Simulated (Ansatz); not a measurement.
Reaction (homolysis of the C–F bond): `[CH3][InH][CH2]F` → `[CH2][InH][CH3]`• + F•

Program: Ansatz. Geometries: PBE0-D4/def2-TZVP. ΔE: electronic, gas phase. CCSD(T)/CBS adds triple-zeta CCSD(T) − MP2 to the extrapolated MP2 energy (def2 sets, frozen cores). This one scheme is used for every species, atoms too. DFT in def2-TZVPP. B3LYP here is the variant with VWN-RPA as its local correlation; programs differ in this. Open shells (•) are unrestricted, without spin–orbit coupling. Spin–orbit coupling would lower the free atoms: a little for F. Elements past krypton have def2 core potentials. Bonds to In are less sure, by a few kJ/mol each and by 10 to 20 or more in all where they break to atoms, as the def2 sets lack core-valence functions. One conformer a species, not always the lowest.

| level | ΔE (kcal/mol) | difference from CCSD(T)/CBS |
| --- | --- | --- |
| r2SCAN-D4 | 103.3 | -3.7 |
| PBE0-D4 | 104.7 | -2.3 |
| B3LYP-D4 | 104.8 | -2.2 |
| ωB97X-V | 107.1 | 0.1 |
| B3LYP | 104.0 | -3.0 |
| HF/def2-TZVPP | 60.3 | -46.7 |
| CCSD/def2-TZVPP | 99.3 | -7.7 |
| HF/def2-QZVPP | 60.5 | -46.5 |
| MP2/CBS(def2) | 114.4 | 7.4 |
| CCSD/CBS(def2) | 103.6 | -3.4 |
| CCSD(T)/CBS | 107.0 | 0 |

Largest T1 diagnostic among the species: 0.013.

From PBE to PBE0 (25 % exact exchange), in def2-TZVPP and without D4, ΔE moves by −7.6 kcal/mol: exact exchange takes away binding that semilocal exchange gives to molecules. In def2-TZVPP, CCSD(T) changes the Hartree–Fock value by +42.4 kcal/mol (the triples alone add +3.4 kcal/mol) and MP2 by +49.8 kcal/mol; breaking electron pairs costs correlation energy, which Hartree–Fock lacks.

CCSD(T)/CBS has its own doubt, a few kJ/mol and more with outer-core shells, so smaller differences from it don't rank the levels.
